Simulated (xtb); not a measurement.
Cl$_{3}$Nd, quartet, from a rough starting geometry (GFN-xTB shapes and energies of metal compounds can be far from the true ones) (GFN-xTB holds the 4f electrons in the core, so unpaired electrons go into valence orbitals and the state isn't the physical one); GFN2-xTB (xtb).

The xtb input:
```
$ xtb mol.xyz --gfn 2 --uhf 3 --opt vtight --json

# file mol.xyz
4

Nd    -0.02662551    -0.00654527    -0.01717478
Cl    -2.18532238    -1.32443842    -0.24068198
Cl     0.14718428     2.35410499    -0.78058537
Cl     1.99552510    -1.12184517     1.08527998
```

Task: Predict the main parts of the log of this xtb run.

Result: 
```
   ID    Z sym.   atoms
    1   60 Nd     1
    2   17 Cl     2-4

           -------------------------------------------------
          |                Calculation Setup                |
           -------------------------------------------------

           -------------------------------------------------
          |                 G F N 2 - x T B                 |
           -------------------------------------------------

          ...................................................
          :                      SETUP                      :
          :.................................................:
          :  # basis functions                  40          :
          :  # atomic orbitals                  36          :
          :  # shells                           12          :
          :  # electrons                        24          :
          :  max. iterations                   250          :
          :  Hamiltonian                  GFN2-xTB          :
          :  restarted?                      false          :
          :  GBSA solvation                  false          :
          :  PC potential                    false          :
          :  electronic temp.          300.0000000     K    :
          :  accuracy                    1.0000000          :
          :  -> integral cutoff          0.2500000E+02      :
          :  -> integral neglect         0.1000000E-07      :
          :  -> SCF convergence          0.1000000E-05 Eh   :
          :  -> wf. convergence          0.1000000E-03 e    :
          :  Broyden damping             0.4000000          :
          :  net charge                          0          :
          :  unpaired electrons                  3          :
          ...................................................

 iter      E             dE          RMSdq      gap      omega  full diag
   1     -0.5502999 -0.550300E+00  0.567E+01    0.02       0.0  T
   2    -12.6132572 -0.120630E+02  0.295E+01    0.00       1.0  T
   3    -13.7484985 -0.113524E+01  0.244E+01    0.10       1.0  T
   4    -14.1792092 -0.430711E+00  0.208E+01    0.02       1.0  T
   5    -14.1952840 -0.160748E-01  0.200E+01    0.02       1.0  T
   6    -14.1964497 -0.116572E-02  0.199E+01    0.02       1.0  T
   7    -14.2718193 -0.753696E-01  0.188E+01    0.01       1.0  T
   8    -14.3012790 -0.294597E-01  0.183E+01    0.00       1.0  T
   9    -14.3359548 -0.346758E-01  0.174E+01    0.01       1.0  T
  10    -14.5083781 -0.172423E+00  0.137E+01    0.01       1.0  T
  11    -14.6446859 -0.136308E+00  0.976E+00    0.01       1.0  T
  12    -14.6689837 -0.242978E-01  0.937E+00    0.00       1.0  T
  13    -14.6745468 -0.556308E-02  0.930E+00    0.00       1.0  T
  14    -14.6665299  0.801689E-02  0.908E+00    0.00       1.0  T
  15    -14.7492432 -0.827133E-01  0.427E+00    0.00       1.0  T
  16    -14.7554360 -0.619283E-02  0.398E+00    0.00       1.0  T
  17    -14.7557751 -0.339057E-03  0.396E+00    0.00       1.0  T
  18    -14.7558666 -0.914988E-04  0.396E+00    0.00       1.0  T
  19    -14.7589919 -0.312529E-02  0.352E+00    0.00       1.0  T
  20    -14.7527402  0.625165E-02  0.496E+00    0.01       1.0  T
  21    -14.7685092 -0.157690E-01  0.418E+00    0.00       1.0  T
  22    -14.7595811  0.892809E-02  0.425E+00    0.00       1.0  T
  23    -14.7571029  0.247819E-02  0.440E+00    0.00       1.0  T
  24    -14.7564723  0.630670E-03  0.443E+00    0.00       1.0  T
  25    -14.7667987 -0.103264E-01  0.300E+00    0.00       1.0  T
  26    -14.7502853  0.165133E-01  0.345E+00    0.01       1.0  T
  27    -14.7561355 -0.585012E-02  0.321E+00    0.01       1.0  T
  28    -14.7579706 -0.183508E-02  0.311E+00    0.01       1.0  T
  29    -14.7735591 -0.155885E-01  0.244E+00    0.01       1.0  T
  30    -14.7786853 -0.512617E-02  0.201E+00    0.00       1.0  T
  31    -14.7800162 -0.133090E-02  0.184E+00    0.00       1.0  T
  32    -14.7775945  0.242167E-02  0.205E+00    0.00       1.0  T
  33    -14.7843571 -0.676265E-02  0.123E+00    0.00       1.0  T
  34    -14.7862895 -0.193234E-02  0.976E-01    0.00       1.0  T
  35    -14.7855038  0.785666E-03  0.942E-01    0.00       1.0  T
  36    -14.7869556 -0.145183E-02  0.718E-01    0.00       1.0  T
  37    -14.7855349  0.142071E-02  0.790E-01    0.00       1.0  T
  38    -14.7865810 -0.104609E-02  0.527E-01    0.00       1.0  T
  39    -14.7846354  0.194567E-02  0.810E-01    0.00       1.0  T
  40    -14.7855946 -0.959276E-03  0.632E-01    0.01       1.0  T
  41    -14.7856609 -0.662474E-04  0.622E-01    0.01       1.0  T
  42    -14.7865341 -0.873231E-03  0.393E-01    0.01       1.0  T
  43    -14.7868373 -0.303163E-03  0.268E-01    0.01       1.0  T
  44    -14.7870668 -0.229505E-03  0.108E-01    0.01       1.0  T
  45    -14.7870725 -0.570616E-05  0.108E-01    0.01       1.0  T
  46    -14.7870565  0.160376E-04  0.115E-01    0.01       1.0  T
  47    -14.7870757 -0.192907E-04  0.641E-02    0.01       1.0  T
  48    -14.7870820 -0.627171E-05  0.361E-02    0.01       1.4  T
  49    -14.7870826 -0.539379E-06  0.272E-02    0.01       1.8  T
  50    -14.7870825  0.364283E-07  0.213E-02    0.01       2.3  T
  51    -14.7870819  0.611766E-06  0.218E-02    0.01       2.3  T
  52    -14.7870820 -0.144459E-06  0.180E-02    0.01       2.8  T
  53    -14.7870825 -0.458707E-06  0.120E-02    0.00       4.2  T
  54    -14.7870827 -0.233118E-06  0.583E-03    0.00       8.6  T
  55    -14.7870827  0.339955E-07  0.531E-03    0.00       9.4  T
  56    -14.7870828 -0.590378E-07  0.299E-03    0.00      16.7  T
  57    -14.7870828  0.140079E-07  0.286E-03    0.00      17.5  T
  58    -14.7870828 -0.167422E-07  0.161E-03    0.00      31.1  T
  59    -14.7870828 -0.225505E-08  0.103E-03    0.00      48.7  T
  60    -14.7870828 -0.322543E-08  0.682E-04    0.00      73.3  T
  61    -14.7870828 -0.118023E-09  0.416E-04    0.00     120.3  T

   *** convergence criteria satisfied after 61 iterations ***

[...]
 * total energy  :   -14.7852379 Eh     change       -0.9454492E-03 Eh
 * total energy  :   -14.7871354 Eh     change       -0.1897505E-02 Eh
 * total energy  :   -14.7872235 Eh     change       -0.8803527E-04 Eh
 * total energy  :   -14.7878115 Eh     change       -0.5880134E-03 Eh
 * total energy  :   -14.7878685 Eh     change       -0.5700754E-04 Eh
 * total energy  :   -14.7878983 Eh     change       -0.2985038E-04 Eh
 * total energy  :   -14.7879065 Eh     change       -0.8170848E-05 Eh
 * total energy  :   -14.7879070 Eh     change       -0.4889469E-06 Eh
 * total energy  :   -14.7879121 Eh     change       -0.5080550E-05 Eh
 * total energy  :   -14.7879134 Eh     change       -0.1356374E-05 Eh
 * total energy  :   -14.7879139 Eh     change       -0.4418300E-06 Eh
 * total energy  :   -14.7879141 Eh     change       -0.2120353E-06 Eh
 * total energy  :   -14.7879141 Eh     change       -0.3171734E-07 Eh
   *** GEOMETRY OPTIMIZATION CONVERGED AFTER 27 ITERATIONS ***
[...]
          :  unpaired electrons                  3          :
          ...................................................

 iter      E             dE          RMSdq      gap      omega  full diag
   1    -14.7979403 -0.147979E+02  0.300E-04    0.08       0.0  T
   2    -14.7979403  0.491396E-08  0.150E-03    0.08      33.4  T
   3    -14.7979403 -0.505158E-08  0.145E-04    0.08     346.0  T
   4    -14.7979403 -0.996891E-11  0.941E-05    0.08     531.5  T

   *** convergence criteria satisfied after 4 iterations ***

         :::::::::::::::::::::::::::::::::::::::::::::::::::::
         ::                     SUMMARY                     ::
         :::::::::::::::::::::::::::::::::::::::::::::::::::::
         :: total energy             -14.787914103840 Eh    ::
         :: gradient norm              0.000072243333 Eh/a0 ::
         :: HOMO-LUMO gap              0.083312003251 eV    ::
         ::.................................................::
         :: SCC energy               -14.797939584418 Eh    ::
         :: -> isotropic ES            0.024389822288 Eh    ::
         :: -> anisotropic ES          0.002535857238 Eh    ::
         :: -> anisotropic XC         -0.016439927870 Eh    ::
         :: -> dispersion             -0.003594870500 Eh    ::
         :: repulsion energy           0.010025480578 Eh    ::
         :: add. restraining           0.000000000000 Eh    ::
         :: total charge              -0.000000000000 e     ::
         :::::::::::::::::::::::::::::::::::::::::::::::::::::

           -------------------------------------------------
          |                Property Printout                |
           -------------------------------------------------

    * Orbital Energies and Occupations

         #    Occupation            Energy/Eh            Energy/eV
      -------------------------------------------------------------
         1        2.0000           -1.1281844             -30.6995
         2        2.0000           -1.1066819             -30.1143
         3        2.0000           -1.0667711             -29.0283
         4        2.0000           -0.5097216             -13.8702
         5        2.0000           -0.4845303             -13.1847
         6        2.0000           -0.4703621             -12.7992
         7        2.0000           -0.4634580             -12.6113
         8        2.0000           -0.4491894             -12.2231
         9        1.9999           -0.4482170             -12.1966
        10        1.9723           -0.4430167             -12.0551
        11        1.9475           -0.4423861             -12.0379
        12        1.0804           -0.4373218             -11.9001
        13        0.7939           -0.3563943              -9.6980 (HOMO)
        14        0.1331           -0.3533327              -9.6147 (LUMO)
        15        0.0684           -0.3526323              -9.5956
        16        0.0046           -0.3499979              -9.5239
        17        0.0000           -0.3449891              -9.3876
        18                         -0.2300089              -6.2589
        19                         -0.0881837              -2.3996
        20                          0.0008348               0.0227
        21                          0.0011599               0.0316
        22                          0.0014437               0.0393
        23                          0.0018261               0.0497
        24                          0.0024682               0.0672
       ...                                ...                  ...
        36                          0.7714566              20.9924
      -------------------------------------------------------------
                  HL-Gap            0.0030617 Eh            0.0833 eV
             Fermi-level           -0.3973752 Eh          -10.8131 eV

     #   Z          covCN         q      C6AA      α(0)
     1  60 Nd       2.135     0.284   442.332    45.371
     2  17 Cl       0.787    -0.054   100.714    15.352
     3  17 Cl       0.712    -0.133   102.975    15.521
     4  17 Cl       0.789    -0.096   102.011    15.450

 Mol. C6AA /au·bohr⁶  :       2582.665954
 Mol. C8AA /au·bohr⁸  :     265212.693224
 Mol. α(0) /au        :         91.694452

Wiberg/Mayer (AO) data.
largest (>0.10) Wiberg bond orders for each atom

 ---------------------------------------------------------------------------
     #   Z sym  total        # sym  WBO       # sym  WBO       # sym  WBO
 ---------------------------------------------------------------------------
     1  60 Nd   2.673 --     3 Cl   0.969     2 Cl   0.859     4 Cl   0.845
     2  17 Cl   1.344 --     1 Nd   0.859     4 Cl   0.298     3 Cl   0.187
     3  17 Cl   1.329 --     1 Nd   0.969     2 Cl   0.187     4 Cl   0.173
     4  17 Cl   1.317 --     1 Nd   0.845     2 Cl   0.298     3 Cl   0.173
 ---------------------------------------------------------------------------

Topologies differ in total number of bonds
Writing topology from bond orders to xtbtopo.mol

molecular dipole:
                 x           y           z       tot (Debye)
 q only:       -0.599      -0.041      -0.195
   full:       -1.061       0.414      -0.522       3.184
molecular quadrupole (traceless):
                xx          xy          yy          xz          yz          zz
 q only:        0.860      -2.103      -2.841       0.257       1.131       1.981
  q+dip:        2.141      -5.058      -5.431       1.425       1.424       3.291
   full:        2.446      -6.679      -8.735       0.735       3.515       6.289

optimized geometry written to: xtbopt.xyz

           -------------------------------------------------
          | TOTAL ENERGY              -14.787914103840 Eh   |
          | GRADIENT NORM               0.000072243333 Eh/α |
          | HOMO-LUMO GAP               0.083312003251 eV   |
           -------------------------------------------------

normal termination of xtb
```
